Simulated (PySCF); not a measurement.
## Radial density of Tb²⁺ (terbium, charge +2)

r2SCAN, [Xe] 4f9, one real determinant. Calculation: PySCF 2.14, in ANO-RCC-VTZP (8s7p5d3f2g1h, 104 functions); scalar relativity by spin-free X2C-1e.

| r (bohr) | 4πr²ρ (e/bohr) | 4πr²(ρα − ρβ) |
| --- | --- | --- |
| 0.0199 | 82.52 | 0.0028 |
| 0.0334 | 78.71 | 0.0068 |
| 0.0562 | 111.4 | 0.0111 |
| 0.0945 | 97.21 | 0.0253 |
| 0.159 | 97.43 | 0.3409 |
| 0.267 | 67.86 | 2.0904 |
| 0.450 | 50.03 | 5.5458 |
| 0.756 | 30.26 | 5.0287 |
| 1.27 | 11.31 | 1.8257 |
| 2.14 | 2.776 | 0.1699 |
| 3.60 | 0.08931 | 0.0048 |
| 6.05 | 0.0004458 | 0.0001 |

Densities and radii are taken from the X2C orbitals without a picture-change correction, which distorts them close to the nucleus.

⟨L²⟩ = 24.02 against 30 for a pure H term, so this real determinant mixes terms. Spin-orbit coupling, absent here, splits the open shell strongly.
